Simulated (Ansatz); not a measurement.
Reactions of C4H8O2S, SMILES `C=CCS(C)(=O)=O`.

Calculated with Ansatz (gas phase, PBE0-D4/def2-TZVP geometries, no zero-point term in ΔE). CCSD(T)/CBS adds triple-zeta CCSD(T) − MP2 to the extrapolated MP2 energy (def2 sets, frozen cores). This one scheme is used for every species, atoms too. Open shells (•) are unrestricted, without spin–orbit coupling. Spin–orbit coupling would lower the free atoms: a little for C, O, S. For Se outer-core shells are correlated without core-valence functions, so the limit isn't a true one: a few kJ/mol of doubt a bond, and 10 to 20 or more in all where bonds break to atoms. Scalar relativity is left out up to krypton. Each species was taken in one conformer, which may not be the lowest.

| reaction | MP2/CBS(def2) (eV) |
| --- | --- |
| `C=CCS(C)(=O)=O` + `CC[SeH]` → `C=C[Se]CC` + `CS(C)(=O)=O` | -0.03 |
| `C=CCS(C)(=O)=O` + H₂ → `CS(C)(=O)=O` + `C=C` | -0.39 |
| `C=CCS(C)(=O)=O` → 4 C• + 8 H• + 2 O• + S• | 62.86 |
| `C=CCS(C)(=O)=O` + `c1ccccc1` → `CS(=O)(=O)Cc1ccccc1` + `C=C` | -0.04 |
| `C=CCS(C)(=O)=O` + `FC(F)(F)S` → `C=CSC(F)(F)F` + `CS(C)(=O)=O` | 0.09 |

Task: Give the CCSD(T)/CBS values in the same order. (Estimate.)

Result: Computed: 0.02, -0.46, 61.29, -0.01, 0.11 eV.

Largest T1 diagnostic: 0.015, for `CS(C)(=O)=O`.
